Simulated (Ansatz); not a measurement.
MoO₃, relaxed as a triplet with UKS r2SCAN-D4/def2-TZVP in Ansatz, starting from the r2SCAN-D4/def2-TZVP geometry of the neutral singlet. Force threshold 0.02 eV/Å.

In the def2 sets Mo takes a core potential; there is no spin–orbit coupling. The structure holds one bond between oxygen atoms, so isomers without such links may lie far lower. The relaxation made no stability test and no search for a lower SCF solution. The structure comes from a short search, and lower isomers may exist.

Start:

```xyz
4

Mo    0.193    0.415    0.501
O     1.297   -0.479    1.387
O    -1.279   -0.219   -0.531
O    -0.210    0.283   -1.357
```

| step | energy (eV) | largest force component (eV/Å) | SCF passes |
| --- | --- | --- | --- |
| 1 | -7996.3620 | 1.045 | 26 |
| 2 | -7996.4123 | 0.371 | 34 |
| 3 | -7996.4239 | 0.194 | 30 |
| 4 | -7996.4245 | 0.041 | 31 |
| 5 | -7996.4246 | 0.009 | 31 |

Force components are those of the run's own axes.

End:

Cartesian coordinates in Å:
```
Mo 0.172 0.495 0.523
O 1.259 -0.511 1.318
O -1.242 -0.239 -0.513
O -0.189 0.255 -1.328
```

By distances, no bond broke or formed. The bond that changes most is O3–O4, from 1.44 to 1.42 Å (atoms count from 1).

No frequencies were taken in this run, so the end may be a saddle point.

It took 8 s on 4 threads of Intel Xeon Platinum 8375C on a shared host.
